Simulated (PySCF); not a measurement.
C2H3N, SMILES [C-]#[N+]C.

The structure is a stationary point at PBE0-D3(BJ)/def2-TZVP.

Level of theory: PBE0-D3(BJ)/def2-TZVP run with PySCF.

No scaling factor is applied to the harmonic values.

Modes within 1.5 cm⁻¹ of each other (mostly degenerate sets) share a row, with their intensities summed.

```csv
mode,ν (cm⁻¹),IR (km/mol),Raman (Å⁴/amu),depolarisation,moving atoms (share of kinetic energy)
1–2,287,0.8,4.1,0.75,"N 57 %, C 29 %, H 13 %"
3,987,10.7,2.4,0.18,"C 77 %, N 12 %, H 11 %"
4–5,1142,0.0,1.0,0.75,"H 73 %, C 20 %"
6,1448,2.7,10.2,0.41,"H 84 %, C 16 %"
7–8,1484,23.8,21.1,0.75,H 97 %
9,2269,132.0,73.9,0.27,"N 54 %, C 45 %"
10,3066,14.7,174.0,0.00,H 97 %
11–12,3146,8.4,132.0,0.75,"H 90 %, C 10 %"
```
